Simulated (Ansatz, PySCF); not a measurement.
C2H4FGaO (SMILES C=[CH][Ga]([OH])[F]), singlet, geometry from GFN2-xTB (such geometries of metal compounds can be far from the true shape) (in this run its highest filled SCF level lies above zero, so its values depend strongly on the basis, on diffuse functions most of all), atoms displaced at random by about 0.03 Å a coordinate. Base run: PBE/STO-3G, gradient (PySCF).

Here is a job for PySCF.
```python
from pyscf import gto, scf, dft

mol = gto.Mole()
mol.atom = '''
    Ga   -0.180393    0.159578    0.249413
    F    -1.771217    0.245706    0.832094
    C     0.318427   -1.164916   -1.328757
    C     1.502245   -1.170818   -1.751963
    H    -0.460807   -1.785896   -1.630458
    H     1.842195   -1.877978   -2.499560
    H     2.283111   -0.591404   -1.325540
    O     0.988638    1.262559    0.922248
    H     0.734883    1.841287    1.596831
'''
mol.basis = 'sto-3g'
mol.charge = 0
mol.spin = 0
mol.verbose = 3
mol.build()

mf = dft.RKS(mol)
mf.xc = 'pbe'
mf.kernel()
g = mf.nuc_grad_method()
grad = g.kernel()
```

Programs used: Ansatz (a quantum-chemistry and plane-wave program), PySCF; a row that names a program was run with it.

The coordinate followed is x of atom 7.

Variants of this job, named by their change:

```csv
change,dE/dx (Eh/bohr),net force (Eh/bohr)
base,-0.024523,0.000249
code = ansatz,-0.024523,0.000000
grid_response = on,-0.024523,0.000000
grids.level = 1; grid_response = off,-0.024519,0.001709
conv_tol = 1e-4,-0.024442,0.000249
finite difference step (bohr) = 1e-3; conv_tol = 1e-11,-0.024523,-
density fitting = on; auxbasis_response = off,-0.024555,0.003078
grids.level = 5; grid_response = on,-0.024523,0.000000
finite difference step (bohr) = 0.01; conv_tol = 1e-11,-0.024530,-
finite difference step (bohr) = 1e-4; conv_tol = 1e-11,-0.024523,-
density fitting = on,-0.024528,0.000249
finite difference step (bohr) = 1e-5; conv_tol = 1e-11,-0.024523,-
```

The net force is zero for an exact gradient.
